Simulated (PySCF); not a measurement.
## How methods differ on the excitation energy of C⁺

C⁺ [He] 2s2 2p1 (2P) → C⁺ [He] 2s2 3s1 (2S), as a difference of total energies. All numbers are calculated (PySCF 2.14, scalar relativity by spin-free X2C-1e, in aug-cc-pVQZ-DK). Correlated levels: valence: 1s2 frozen. The calculations carry no spin-orbit coupling.

| method | excitation energy (eV) | error (eV) |
| --- | --- | --- |
| UHF | 14.357 | -0.087 |
| LDA | 14.512 | +0.068 |
| PBE | 14.571 | +0.127 |
| PBE0 | 14.613 | +0.169 |
| r2SCAN | 14.966 | +0.522 |
| BP86 | 14.599 | +0.155 |
| r2SCANh | 14.941 | +0.497 |
| PW91 | 14.642 | +0.198 |
| M06-L | 15.260 | +0.816 |
| MP2 (valence) | 14.344 | -0.100 |
| SCS-MP2 (valence) | 14.329 | -0.115 |

Reference: 14.444 eV (measured; NIST levels, between the centres of gravity of the two terms).

Errors of the correlated levels include the incompleteness of this basis and the frozen core.
